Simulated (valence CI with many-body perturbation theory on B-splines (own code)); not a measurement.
Values are calculated unless marked as measured or tabulated.
**Sensitivity of CI+MBPT for Mo XXVIII**

Method: valence CI with perturbative core correlation (CI+MBPT): five valence electrons over a frozen Dirac-Fock core [Ne], a basis of 6 s, 6 p, 5 d, 3 f, 1 g functions for each j, with the one-electron correlation potential Σ1 (screened to all orders), the two-electron term Σ2, the three-electron term Σ3, Breit, model QED; selected single and double excitations, second order for the rest (own B-spline code, finite nucleus).

No measured spectrum was set against this ion. As an estimate, large intervals hold to a few tenths of a per cent, small ones and those within an open d or f shell to about a per cent. Among the levels kept, up to 1200 cm⁻¹ of a level comes from second order outside the variational space, and about a tenth of that is noise between levels of different J, which matters for small intervals.

The reference run has the lowest level (3s^2 3p1/2^2 3p3/2) J=3/2 and an ionisation energy of 1450.04 eV. Its largest variational space holds 9998 state functions.

Levels are named by their leading jj configuration (3d3/2^4 stands for four electrons in 3d with j = 3/2), which in mixed levels can hold well under half, so a name can repeat and another be missing.

Changed runs:
A. size limit of the variational space 10000 → 6000; hole-hole ladder in Σ2 on → off
B. lowest core n in screening and Σ2 1 → 2
C. selection threshold (hartree) 2e-08 → 2e-07; Davidson tolerance 2e-05 → 0.0003
D. correlating orbitals by l 3 3 3 2 1 → 0 0 0 0 0 (bad on purpose)

Excitation energies of the reference run in cm⁻¹, and shifts in cm⁻¹:

| Level | Reference | A | B | C | D |
| --- | --- | --- | --- | --- | --- |
| (3s^2 3p1/2 3p3/2^2) J=3/2 | 156869 | -18 | +4.5 | 0 | -0.9 |
| (3s^2 3p1/2 3p3/2^2) J=5/2 | 200885 | +5.3 | +1.7 | 0 | +843 |
| (3s^2 3p1/2 3p3/2^2) J=1/2 | 258331 | +44 | -14 | 0 | +1248 |
| (3s^2 3p3/2^3) J=3/2 | 413615 | +8.9 | -7.1 | 0 | +800 |
| (3s 3p1/2^2 3p3/2^2) J=5/2 | 721529 | -2.7 | +20 | 0 | -1290 |
| (3s 3p1/2^2 3p3/2^2) J=3/2 | 804424 | -35 | +25 | 0 | -635 |
| (3s 3p1/2^2 3p3/2^2) J=1/2 | 829998 | +25 | +17 | 0 | -542 |
| (3s^2 3p1/2^2 3d3/2) J=3/2 | 886134 | -172 | +17 | 0 | -28 |
| (3s 3p1/2 3p3/2^3) J=3/2 | 943458 | -68 | +28 | 0 | +526 |
| (3s^2 3p1/2^2 3d5/2) J=5/2 | 950324 | -227 | +18 | 0 | +690 |
| (3s 3p1/2 3p3/2^3) J=5/2 | 973452 | -53 | +25 | 0 | +242 |
| (3s^2 3p1/2 3p3/2 3d3/2) J=3/2 | 1002840 | -184 | +29 | 0 | +63 |
| Ionisation energy (eV) | 1450.04 | -0.033 | +0.0022 | +5e-05 | -0.36 |
